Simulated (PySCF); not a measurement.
# Core binding energy against partial charge

C4H13PSi2.
Atom-mapped SMILES: `[CH2:1]=[C:2]([CH3:3])[SiH2:4][PH:5][SiH2:6][CH3:7]`

Cartesian coordinates in Å at the PBE0-D3(BJ)/def2-SVP level; atoms count from 1:
```xyz
20
C4H13PSi2 angstrom
C     -2.2303   -0.1128   -1.9931
C     -2.3133    0.4087   -0.7616
C     -3.6238    0.8131   -0.1475
Si    -0.7599    0.6795    0.2674
P      1.0301   -0.2528   -0.7497
Si     2.5704    0.3951    0.7766
C      4.1913   -0.4908    0.4374
H     -3.1243   -0.2670   -2.6106
H     -1.2723   -0.4017   -2.4378
H     -4.4674    0.6271   -0.8301
H     -3.6287    1.8844    0.1159
H     -3.8123    0.2614    0.7888
H     -0.4836    2.1457    0.4073
H     -0.9764    0.1427    1.6497
H      0.8240   -1.5531   -0.1923
H      2.7305    1.8721    0.6034
H      2.1222    0.1407    2.1832
H      4.0765   -1.5791    0.5553
H      4.9706   -0.1504    1.1368
H      4.5323   -0.2897   -0.5892
```

Binding energies: PySCF 2.14.0, delta-SCF UKS SCAN, pcX-2 on the ionised atom, pcseg-1 elsewhere, spin-free X2C. Charges: PBE0/pcSseg-1 ground-state density, for the ionised atom.

| atom | environment | C 1s (eV) | Mulliken (e) | IAO (e) | Hirshfeld (e) | ESP (e) |
| --- | --- | --- | --- | --- | --- | --- |
| C1 | terminal =CH2 carbon | 289.89 | -0.110 | -0.293 | -0.098 | -0.441 |
| C2 | fully substituted alkene carbon | 290.01 | -0.581 | -0.238 | -0.083 | +0.156 |
| C7 | Si-methyl carbon | 290.21 | -0.623 | -0.701 | -0.208 | -0.631 |
| C3 | allylic carbon | 290.70 | -0.202 | -0.410 | -0.114 | -0.557 |

Give the correlation coefficient and slope of binding energy on charge for each scheme.

Mulliken: r = 0.15, slope 0.2 eV per e; Hirshfeld: r = -0.20, slope -1.3 eV per e; IAO: r = -0.33, slope -0.6 eV per e; ESP: r = -0.46, slope -0.5 eV per e. On 4 points no scheme stands out.

The point-charge model writes a binding energy as kq + V + constant, with V the potential of the other atoms' charges at the site. What does it give with the IAO charges?

V = Σ 14.40 eV Å × q/r over all other atoms: +2.36 eV at C1, +0.31 eV at C2, +8.93 eV at C7, +4.50 eV at C3. Fitting binding energy − V to q gives k = 17.1 eV per e and leaves an rms residual of 0.44 eV, against 0.29 eV for the fit on q alone. The model has no term for differences in relaxation between sites.

The structure is a single PBE0-D3(BJ)/def2-SVP conformer in the gas phase; no vibrational or solvent corrections.
